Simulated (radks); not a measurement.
The numbers below are computed, except where a source is named.
Question: The nickel ion Ni24+, [He] 2s2. Level of theory: non-relativistic Kohn-Sham, LDA (Slater exchange, Perdew-Wang correlation), spin-polarised, spherical densities, point nucleus (a radial shooting solver on a logarithmic mesh with Libxc functionals). Every spin shell is full or empty, so the densities are truly spherical. Functionals are evaluated on that one density, not self-consistently. Rank these exchange functionals by their error against the exact value of the orbitals, and give that value: LDA, B88, PBEsol, revPBE, PW91, B86b, EV93, revTPSS, MS2.

Answer: Exact: -22.3051 hartree. From best to worst, with 100 (|E| - |E exact|)/|E exact| (equal figures are ties): B86b -0.04, B88 -0.09, revPBE +0.26, revTPSS +0.34, MS2 +0.54, PW91 -0.57, EV93 +4.35, PBEsol -5.10, LDA -12.42.
